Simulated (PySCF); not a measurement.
C3H4O2Si. Atoms are numbered in the order given.

```xyz
10

O     -0.3783    -2.3047     0.0000
C     -0.1169    -1.1250     0.0000
C      1.2669    -0.5282     0.0000
C      1.3485     0.8228     0.0000
Si    -0.4250     1.4366     0.0000
O     -1.0924    -0.1484     0.0000
H      2.1163    -1.2298     0.0000
H      2.3059     1.3651     0.0000
H     -0.8486     2.1797    -1.2305
H     -0.8486     2.1797     1.2305
```

Geometry optimised at PBE-D3(BJ)/def2-SVP. The structure was generated by enumeration, and PubChem lists no compound with its InChIKey, so it may never have been made.

All values below come from TDDFT-PBE/def2-SVPD in PySCF.

Vertical excitations. Isolated molecule, no solvent. State labels are in the subgroup Cs.

Question: Give excitation energies, oscillator strengths and character. (An estimate is asked for; the answer gives what the named calculation found.)

Answer: 
```json
[
 {"state": "S1", "symmetry": "A\"", "energy (eV)": "3.74", "λ (nm)": "331", "f": "0.000", "main pairs": "HOMO→LUMO 100 %"},
 {"state": "S2", "symmetry": "A'", "energy (eV)": "5.11", "λ (nm)": "242", "f": "0.045", "main pairs": "HOMO−1→LUMO 47 %, HOMO−2→LUMO 41 %, HOMO→LUMO+1 9 %"},
 {"state": "S3", "symmetry": "A'", "energy (eV)": "5.53", "λ (nm)": "224", "f": "0.011", "main pairs": "HOMO→LUMO+1 73 %, HOMO−2→LUMO 24 %"},
 {"state": "S4", "symmetry": "A\"", "energy (eV)": "5.70", "λ (nm)": "218", "f": "0.002", "main pairs": "HOMO−3→LUMO 88 %"},
 {"state": "S5", "symmetry": "A\"", "energy (eV)": "5.90", "λ (nm)": "210", "f": "0.001", "main pairs": "HOMO−4→LUMO 89 %"},
 {"state": "S6", "symmetry": "A'", "energy (eV)": "5.91", "λ (nm)": "210", "f": "0.190", "main pairs": "HOMO−1→LUMO 40 %, HOMO−2→LUMO 29 %, HOMO→LUMO+1 17 %, HOMO−5→LUMO 8 %"},
 {"state": "S7", "symmetry": "A'", "energy (eV)": "6.39", "λ (nm)": "194", "f": "0.001", "main pairs": "HOMO→LUMO+2 100 %"},
 {"state": "S8", "symmetry": "A\"", "energy (eV)": "6.45", "λ (nm)": "192", "f": "0.000", "main pairs": "HOMO−1→LUMO+1 99 %"},
 {"state": "S9", "symmetry": "A'", "energy (eV)": "6.68", "λ (nm)": "186", "f": "0.044", "main pairs": "HOMO−5→LUMO 83 %"},
 {"state": "S10", "symmetry": "A\"", "energy (eV)": "6.73", "λ (nm)": "184", "f": "0.000", "main pairs": "HOMO→LUMO+3 99 %"},
 {"state": "T1", "symmetry": "A\"", "energy (eV)": "3.39", "λ (nm)": "365", "f": "0", "main pairs": "HOMO→LUMO 100 %"},
 {"state": "T2", "symmetry": "A'", "energy (eV)": "3.83", "λ (nm)": "324", "f": "0", "main pairs": "HOMO−1→LUMO 75 %, HOMO−2→LUMO 23 %"},
 {"state": "T3", "symmetry": "A'", "energy (eV)": "4.48", "λ (nm)": "277", "f": "0", "main pairs": "HOMO−2→LUMO 75 %, HOMO−1→LUMO 23 %"},
 {"state": "T4", "symmetry": "A\"", "energy (eV)": "5.25", "λ (nm)": "236", "f": "0", "main pairs": "HOMO−3→LUMO 97 %"}
]
```
Triplets are in the Tamm–Dancoff approximation, which puts them higher than full response would, so one can lie above its singlet here.
